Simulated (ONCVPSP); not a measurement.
Building the ONCV potential for oxygen (PBE, scalar-relativistic).

- Element: O (Z = 8)
- Generator: ONCVPSP 4.0.1
- Type: optimised norm-conserving Vanderbilt (ONCV)
- Functional: PBE
- Relativity: scalar-relativistic
- Frozen core: [He]
- Valence charge: 6
- Reference configuration: 2s2 2p4
- Partial waves: 2s: rc 0.95 bohr, ncon 4, nbas 8, qcut 8.1 1/bohr, 2 projectors, debl 2.4 Ha; 2p: rc 1.05 bohr, ncon 5, nbas 9, qcut 7.1 1/bohr, 2 projectors, debl 1.5 Ha
- Local potential: polynomial inside 0.90 bohr (lpopt 3, dvloc0 0 Ha)
- Core correction: polynomial model core, fcfact 0.4

All-electron outer shells of the reference configuration (PBE, scalar-relativistic, ld1.x):

```csv
shell,level (eV),outermost node (bohr),outermost maximum (bohr)
1s,-514.70,–,0.13
2s,-23.96,0.28,0.87
2p,-9.03,–,0.82
```

Task: Does the generator finish with these settings?

Result: Yes, a potential is produced and its reference levels are reproduced.

Task: Estimate the cutoffs (Ha) at which the residual kinetic energy of the hardest occupied pseudo-wave falls to 1 and 0.1 mHa per electron.

Result: 201 Ha and 238 Ha.

Task: What does a ghost test show?

Result: No bound ghost flagged; no localised positive-energy state flagged.

Task: Which valence shell sets the plane-wave cutoff?

Result: 2p: 201 Ha for 1 mHa per electron, against 32 Ha for 2s.

Task: Tests: 2s2 2p3; 2s2 2p2; 2s2 2p1; 2s1 2p4. Which has the largest error in its energy relative to the reference configuration, and how large is it?

Result: 2s2 2p1, with +381 meV (all-electron minus pseudo) on +103.89 eV.
